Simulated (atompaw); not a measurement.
## What the settings do to the PAW (atompaw) potential of titanium

Base potential:

| Item | Value |
| --- | --- |
| Element | Ti (Z = 22) |
| Generator | atompaw 4.2.0.5 |
| Type | PAW |
| Functional | PBE |
| Relativity | scalar-relativistic |
| Frozen core | [Ar] |
| Valence charge | 4 |
| Reference configuration | 3d1 4s0 4p0 (charge +3) |
| Partial waves | 4s (bound, empty): rc 1.80 bohr; 4s channel at -1.5 Ry: rc 1.80 bohr; 4p (bound, empty): rc 2.00 bohr; 4p channel at 1.3 Ry: rc 2.00 bohr; 3d (bound): rc 1.70 bohr; 3d channel at -1.95 Ry: rc 1.70 bohr |
| Local potential | ultrasoft scheme with l = 3 at 0 Ry, radius 1.70 bohr |
| Core correction | smooth core density matched at 1.85 bohr |
| Augmentation charge | besselshape compensation charge, radius 1.55 bohr; PAW radius 2.00 bohr; waves and projectors: custom rrkj gramschmidtortho |

Cutoffs, loose and tight: the cutoffs (Ry, on a coarse ladder) from which the occupation-weighted sum of valence levels, in a spherical-Bessel basis at the reference potential, stays within 10 and 1 mRy of its value at 400 Ry. They see the waves, projectors and local potential, not the compensation charge or the core. A dash means not determined.

A true bound ghost makes a file unfit for plane-wave use even where its test errors are small: the radial tests pick states by their node count and pass the ghost by.

```csv
change,outcome,"cutoff, loose","cutoff, tight",bound ghosts
base,generated,35 Ry,40 Ry,"s, p"
"waves 4s (bound); 4s channel at -1.5 Ry; 4p (bound); 4p channel at 1.3 Ry; 3d (bound); 3d channel at -1.95 Ry; augmentation besselshape compensation charge, radius 1.55 bohr; PAW radius 2.00 bohr; waves and projectors: bloechl",failed: atompaw: The overlap operator has at least one negative eigenvalue!,–,–,–
"local potential ultrasoft scheme with l = 3 at 0 Ry, radius 1.68 bohr",generated,35 Ry,40 Ry,"s, p"
"augmentation besselshape compensation charge, radius 0.80 bohr; PAW radius 2.00 bohr; waves and projectors: custom rrkj gramschmidtortho",generated,35 Ry,40 Ry,"s, p"
"local potential vpsmatchnc scheme with l = 3 at 0 Ry, radius 1.70 bohr",failed: atompaw: The overlap operator has at least one negative eigenvalue!,–,–,–
wave 4p (bound): rc 2.00 bohr becomes 4p (bound): rc 1.62 bohr,failed: atompaw: The overlap operator has at least one negative eigenvalue!,–,–,–
wave 4s (bound): rc 1.80 bohr becomes 4s (bound): rc 1.22 bohr,failed: atompaw: The overlap operator has at least one negative eigenvalue!,–,–,–
core correction smooth core density matched at 1.52 bohr,generated,35 Ry,40 Ry,"s, p"
reference 3d2 4s0.5 4p0,failed: atompaw: The overlap operator has at least one negative eigenvalue!,–,–,–
"local potential troulliermartins scheme with l = 3 at 0 Ry, radius 1.70 bohr",generated,35 Ry,40 Ry,"s, p"
wave 4p (bound): rc 2.00 bohr becomes 4p (bound): rc 1.92 bohr,failed: atompaw: The overlap operator has at least one negative eigenvalue!,–,–,–
```

Task: What comes out with this change to the base: all radii scaled by about 1.04 (s 1.88, p 2.08, d 1.76 bohr); local potential ultrasoft scheme with l = 3 at 0 Ry, radius 1.76 bohr; augmentation besselshape compensation charge, radius 1.62 bohr; PAW radius 2.08 bohr; waves and projectors: custom rrkj gramschmidtortho; core correction smooth core density matched at 1.92 bohr?

Result: outcome: generated; cutoff, loose: 30 Ry; cutoff, tight: 35 Ry; bound ghosts: s, p.

Task: What comes out with this change to the base: wave 3d channel at -1.95 Ry: rc 1.70 bohr becomes 3d channel at -1.15 Ry: rc 1.70 bohr?

Result: outcome: generated; cutoff, loose: 30 Ry; cutoff, tight: 40 Ry; bound ghosts: s, p.
